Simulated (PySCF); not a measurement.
Delta-SCF ions had no search for a lower state. Excitations are Tamm–Dancoff values on a coarser integration grid. The basis has no diffuse functions, so Rydberg states are missing or too high.

Species: H2F3NSi, SMILES `N[Si](F)(F)F` (charge 0, multiplicity 1).

### Question
Predict the S1 excitation (TDA), S1–T1 gap (TDA), dipole moment, LUMO and vertical ionisation energy (Delta-SCF) from PBE-D3(BJ)/def2-TZVP (PySCF).

### Answer

```json
{
 "S1 excitation (TDA)": "6.84 eV",
 "S1–T1 gap (TDA)": "0.52 eV",
 "dipole_moment": "2.83 D",
 "LUMO": "-0.52 eV",
 "vertical ionisation energy (Delta-SCF)": "11.17 eV"
}
```
